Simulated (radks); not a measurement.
Problem. All-electron atom: Cu3+ in [Ne] 3p6 3d8 4f2 (not the ground configuration). Calculated with a radial shooting solver on a logarithmic mesh with Libxc functionals: Dirac Kohn-Sham, PBE, spin-unpolarised, spherical densities, point nucleus; open shells fill j = l - 1/2 first. Some entries of the table are withheld. Estimate them.

| orbital | occ. | eigenvalue (eV) | <r> (bohr) |
|---|---|---|---|
| 1s1/2 | 2 | -8941.484 | (1) |
| 2s1/2 | 2 | -1149.144 | 0.2348 |
| 2p1/2 | 2 | -1017.933 | 0.2039 |
| 2p3/2 | 4 | -997.3755 | 0.2072 |
| 3s1/2 | 0 | -194.4678 | 0.6906 |
| 3p1/2 | 2 | -152.9554 | 0.7066 |
| 3p3/2 | 4 | -150.1241 | 0.7153 |
| 3d3/2 | 4 | (2) | 0.7596 |
| 3d5/2 | 4 | (3) | 0.7627 |
| 4p1/2 | 0 | -38.0301 | 2.039 |
| 4p3/2 | 0 | -37.6375 | 2.059 |
| 4d3/2 | 0 | -23.3180 | 2.690 |
| 4d5/2 | 0 | -23.2756 | 2.696 |
| 4f5/2 | 2 | -13.3703 | 3.740 |
| 4f7/2 | 0 | -13.3694 | 3.741 |
| 5f5/2 | 0 | -7.2945 | (4) |
| 5f7/2 | 0 | -7.2940 | (5) |

Solution. 
(1) 1s1/2 <r> (bohr): 0.05212
(2) 3d3/2 eigenvalue (eV): -80.7146
(3) 3d5/2 eigenvalue (eV): -80.3209
(4) 5f5/2 <r> (bohr): 7.067
(5) 5f7/2 <r> (bohr): 7.067
